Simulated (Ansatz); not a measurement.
Ga₇P₆H₂₀⁻, a cluster cut from zinc blende GaP (hydrogen-capped) was relaxed with PBE-D4 (def2-SVP) in Ansatz in these states: charge -1 singlet, neutral doublet. The geometries follow in no particular order.

Single mean-field runs in def2-SVP are fitted with def2-universal-jkfit.

A:

```xyz
33

Ga   -3.6961   -0.6268    0.3960
Ga    3.2508    2.9110    0.2403
Ga   -0.7391    1.0547   -2.1187
Ga   -0.5316    1.3408    1.6892
Ga   -0.6531   -2.5478    2.3128
Ga    1.8572   -1.1555   -0.3865
Ga   -1.3182   -3.1117   -1.6702
P     0.9512    3.1413    0.9251
P    -2.0412    1.0832   -0.0979
P    -2.2042   -2.5063    0.4778
P     3.1535    0.8399   -0.9889
P     0.1280   -1.1837   -1.9827
P     0.7400   -0.6606    1.6460
H    -4.6703   -0.7395   -0.8554
H    -4.2807   -0.2992    1.8399
H     4.0591    2.5797    1.5668
H     3.6695    4.1049   -0.7143
H    -1.6384    1.2657   -3.4080
H     0.5015    2.0501   -1.8889
H    -1.0392    1.7694    3.1248
H    -1.3737   -2.1374    3.6695
H     0.2616   -3.8468    2.2485
H     2.8974   -2.3438   -0.2959
H    -2.4543   -3.0549   -2.7809
H    -0.3700   -4.3855   -1.5580
H     0.2600    3.9395   -0.0371
H     0.9950    4.1098    1.9825
H    -2.7223    2.3463   -0.1012
H    -3.0765   -3.6020    0.7914
H     2.9459    1.1327   -2.3716
H     4.5228    0.4229   -1.0843
H     0.8505   -1.3874   -3.2058
H     1.7646   -0.5029    2.6354
```

B:

```xyz
33

Ga   -0.3023   -2.6392    2.4064
Ga   -1.6835    3.8356   -1.4670
Ga   -1.4246   -1.7073   -1.4842
Ga   -1.4175    0.9156    1.5696
Ga    2.2013    0.0302    2.5251
Ga    1.5028    1.0042   -1.2895
Ga    2.5329   -2.7490   -0.7393
P    -2.7133    2.1624   -0.0436
P    -1.6167   -1.3552    0.9113
P     1.9774   -2.2374    1.5703
P    -0.1335    2.3005   -2.5251
P     0.9312   -1.2470   -1.7211
P     0.8653    1.2899    0.9971
H     0.0123   -4.1185    1.8318
H    -0.5363   -2.3702    3.9360
H    -0.8189    4.7416   -0.5069
H    -2.7311    4.3464   -2.5268
H    -1.7237   -3.2211   -1.8082
H    -2.2280   -0.5128   -2.1614
H    -1.8015    1.3194    3.0414
H     1.6982    0.1332    4.0112
H     3.7468    0.0185    2.1020
H     2.9571    1.5174   -1.6040
H     2.1247   -4.2572   -0.9637
H     3.9993   -2.1923   -0.9397
H    -3.4420    1.2350   -0.8484
H    -3.8060    2.7643    0.6544
H    -2.9537   -1.6868    1.3073
H     2.7740   -3.0421    2.4485
H    -0.8692    1.4014   -3.3566
H     0.5638    3.0203   -3.5458
H     1.1774   -1.3511   -3.1294
H     1.1373    2.6513    1.3487
```

Task: Judge from the bond lengths which geometry belongs to which state (an estimate).

Result: A is the charge -1 singlet (Ga5–P10 2.403 Å, Ga1–P9 2.430 Å, Ga1–P10 2.401 Å); B is the neutral doublet (Ga5–P10 2.471 Å, Ga1–P9 2.369 Å, Ga1–P10 2.461 Å).
